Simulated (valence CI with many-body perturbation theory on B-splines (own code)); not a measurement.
Tc²⁸⁺: electric-dipole lines

Computed by configuration interaction combined with many-body perturbation theory (CI+MBPT): five valence electrons over a frozen Dirac-Fock core [Ne], radial functions for each j: 9 s, 9 p, 8 d, 6 f, 3 g, 1 h, with the one-electron correlation potential Σ1 (screened to all orders), the two-electron term Σ2, the three-electron term Σ3, Breit, model QED; selected single and double excitations, second order for the rest (own B-spline code, finite nucleus).

No measured spectrum was set against this ion. As an estimate, large intervals hold to a few tenths of a per cent, small ones and those within an open d or f shell to about a per cent. Among the levels kept, up to 610 cm⁻¹ of a level comes from second order outside the variational space, and about a tenth of that is noise between levels of different J, which matters for small intervals.

Lines 51 to 100 of 192 in falling wavelength, among levels below 215.13 eV, chosen from the strongest by gf and those to the six lowest levels. Wavelengths and rates use the calculated energies. Electric multipoles are in the length gauge, E1 and E2 with the static RPA response of the core. Weak lines are less certain than strong ones. Lines between different terms over intervals too small for the method are left out, as are lines whose strength nearly cancels. The highest levels of a list are the least certain.

Levels are named by their leading jj configuration (3d3/2^4 stands for four electrons in 3d with j = 3/2), which in mixed levels can hold well under half, so a name can repeat and another be missing. Letters in brackets count levels of one name in rising energy.

```csv
λ vac (nm),Upper,Lower,A (s⁻¹),S (a.u.)
15.48,(3s^2 3p1/2^2 3d3/2) J=3/2,(3s^2 3p1/2 3p3/2^2) J=1/2,9.56e+06,6.99e-05
15.48,(3s 3p1/2^2 3p3/2 3d3/2) J=7/2,(3s^2 3p1/2^2 3d5/2) J=5/2,4.05e+08,5.93e-03
15.32,(3s 3p1/2^2 3p3/2 3d5/2) J=5/2,(3s^2 3p1/2 3p3/2 3d3/2) J=5/2 [a],9.56e+08,1.02e-02
15.01,(3p1/2^2 3p3/2^3) J=3/2,(3s 3p1/2 3p3/2^3) J=5/2,1.01e+10,6.72e-02
14.94,(3s 3p1/2^2 3p3/2^2) J=3/2,(3s^2 3p1/2 3p3/2^2) J=3/2,5.74e+08,3.78e-03
14.77,(3s 3p1/2^2 3p3/2 3d5/2) J=5/2,(3s^2 3p1/2 3p3/2 3d3/2) J=3/2 [a],7.79e+08,7.43e-03
14.64,(3s 3p1/2 3p3/2^3) J=1/2,(3s^2 3p3/2^3) J=3/2,6.87e+08,2.13e-03
14.29,(3s 3p1/2^2 3p3/2 3d3/2) J=5/2,(3s^2 3p1/2^2 3d3/2) J=3/2,3.55e+08,3.07e-03
14.28,(3s 3p1/2^2 3p3/2 3d5/2) J=5/2,(3s 3p1/2 3p3/2^3) J=5/2,7.51e+08,6.47e-03
14.27,(3s 3p1/2^2 3p3/2 3d3/2) J=3/2 [a],(3s^2 3p1/2^2 3d3/2) J=3/2,3.57e+08,2.05e-03
14.26,(3s^2 3p1/2 3p3/2 3d5/2) J=3/2 [a],(3s^2 3p3/2^3) J=3/2,8.52e+08,4.87e-03
14.25,(3p1/2^2 3p3/2^3) J=3/2,(3s 3p1/2 3p3/2^3) J=3/2,2.27e+09,1.30e-02
14.24,(3s 3p1/2^2 3p3/2^2) J=1/2,(3s^2 3p1/2 3p3/2^2) J=3/2,2.45e+08,6.97e-04
14.18,(3s^2 3p1/2^2 3d3/2) J=3/2,(3s^2 3p1/2 3p3/2^2) J=5/2,1.52e+08,8.54e-04
14.11,(3p1/2^2 3p3/2^3) J=3/2,(3s^2 3p1/2^2 3d5/2) J=5/2,6.23e+08,3.46e-03
13.99,(3s 3p1/2 3p3/2^3) J=3/2,(3s^2 3p1/2 3p3/2^2) J=1/2,3.86e+08,2.08e-03
13.98,(3s 3p1/2^2 3p3/2 3d3/2) J=3/2 [b],(3s 3p1/2 3p3/2^3) J=3/2,2.91e+09,1.57e-02
13.84,(3s 3p1/2^2 3p3/2 3d3/2) J=3/2 [b],(3s^2 3p1/2^2 3d5/2) J=5/2,6.70e+08,3.51e-03
13.75,(3s^2 3p1/2 3p3/2 3d5/2) J=5/2 [a],(3s^2 3p3/2^3) J=3/2,6.41e+08,4.93e-03
13.59,(3s 3p1/2^2 3p3/2 3d5/2) J=5/2,(3s 3p1/2 3p3/2^3) J=3/2,1.34e+09,9.92e-03
13.46,(3s 3p1/2^2 3p3/2 3d5/2) J=5/2,(3s^2 3p1/2^2 3d5/2) J=5/2,1.58e+09,1.14e-02
13.33,(3s 3p1/2^2 3p3/2 3d3/2) J=3/2 [a],(3s 3p1/2^2 3p3/2^2) J=1/2,4.15e+08,1.94e-03
13.31,(3s^2 3p1/2^2 3d3/2) J=3/2,(3s^2 3p1/2 3p3/2^2) J=3/2,1.50e+08,6.96e-04
13.11,(3s 3p1/2^2 3p3/2^2) J=5/2,(3s^2 3p1/2^2 3p3/2) J=3/2,3.92e+09,2.61e-02
13.03,(3s^2 3p1/2^2 3d5/2) J=5/2,(3s^2 3p1/2 3p3/2^2) J=5/2,2.04e+05,1.34e-06
12.98,(3p1/2^2 3p3/2^3) J=3/2,(3s^2 3p1/2^2 3d3/2) J=3/2,1.64e+09,7.09e-03
12.93,(3s^2 3p1/2 3p3/2 3d3/2) J=3/2 [a],(3s^2 3p1/2 3p3/2^2) J=1/2,3.29e+08,1.40e-03
12.92,(3s 3p1/2 3p3/2^3) J=3/2,(3s^2 3p1/2 3p3/2^2) J=5/2,1.35e+09,5.75e-03
12.79,(3s 3p1/2^2 3p3/2 3d3/2) J=1/2,(3s 3p1/2^2 3p3/2^2) J=3/2,7.00e+08,1.45e-03
12.77,(3s^2 3p1/2 3p3/2 3d3/2) J=1/2 [a],(3s^2 3p1/2 3p3/2^2) J=1/2,2.36e+09,4.85e-03
12.75,(3s 3p1/2^2 3p3/2 3d3/2) J=3/2 [b],(3s^2 3p1/2^2 3d3/2) J=3/2,4.95e+09,2.03e-02
12.72,(3s^2 3p1/2 3p3/2 3d3/2) J=3/2 [b],(3s^2 3p3/2^3) J=3/2,6.85e+08,2.78e-03
12.61,(3s^2 3p1/2 3p3/2 3d3/2) J=5/2 [b],(3s^2 3p3/2^3) J=3/2,2.13e+08,1.27e-03
12.38,(3s^2 3p1/2 3p3/2 3d3/2) J=1/2 [b],(3s^2 3p3/2^3) J=3/2,7.90e+08,1.48e-03
12.35,(3s 3p1/2 3p3/2^3) J=5/2,(3s^2 3p1/2 3p3/2^2) J=5/2,7.50e+09,4.18e-02
12.29,(3s^2 3p1/2^2 3d5/2) J=5/2,(3s^2 3p1/2 3p3/2^2) J=3/2,2.29e+08,1.26e-03
12.19,(3s 3p1/2 3p3/2^3) J=3/2,(3s^2 3p1/2 3p3/2^2) J=3/2,1.42e+10,5.09e-02
12.15,(3s^2 3p1/2 3p3/2 3d5/2) J=3/2 [b],(3s^2 3p3/2^3) J=3/2,3.42e+09,1.21e-02
12.01,(3s^2 3p1/2 3p3/2 3d3/2) J=3/2 [a],(3s^2 3p1/2 3p3/2^2) J=5/2,3.81e+09,1.30e-02
11.96,(3s 3p3/2^4) J=1/2 [a],(3s^2 3p3/2^3) J=3/2,8.83e+09,1.49e-02
11.82,(3s 3p1/2^2 3p3/2^2) J=3/2,(3s^2 3p1/2^2 3p3/2) J=3/2,9.15e+09,2.98e-02
11.73,(3p1/2^2 3p3/2^3) J=3/2,(3s 3p1/2^2 3p3/2^2) J=3/2,7.22e+09,2.30e-02
11.70,(3s^2 3p1/2 3p3/2 3d5/2) J=3/2 [c],(3s^2 3p3/2^3) J=3/2,2.30e+08,7.27e-04
11.68,(3s 3p1/2 3p3/2^3) J=5/2,(3s^2 3p1/2 3p3/2^2) J=3/2,5.24e+07,2.47e-04
11.66,(3s^2 3p1/2 3p3/2 3d3/2) J=5/2 [a],(3s^2 3p1/2 3p3/2^2) J=5/2,1.44e+09,6.75e-03
11.63,(3s 3p1/2 3p3/2^3) J=1/2,(3s^2 3p1/2 3p3/2^2) J=1/2,9.15e+09,1.42e-02
11.56,(3s 3p1/2^2 3p3/2 3d3/2) J=5/2,(3s 3p1/2^2 3p3/2^2) J=5/2,1.47e+09,6.74e-03
11.55,(3s 3p1/2^2 3p3/2 3d3/2) J=3/2 [a],(3s 3p1/2^2 3p3/2^2) J=5/2,1.52e+09,4.63e-03
11.54,(3s 3p1/2^2 3p3/2 3d3/2) J=3/2 [b],(3s 3p1/2^2 3p3/2^2) J=3/2,1.93e+09,5.85e-03
11.47,(3s^2 3p1/2 3p3/2 3d5/2) J=5/2 [b],(3s^2 3p3/2^3) J=3/2,9.49e+08,4.25e-03
```
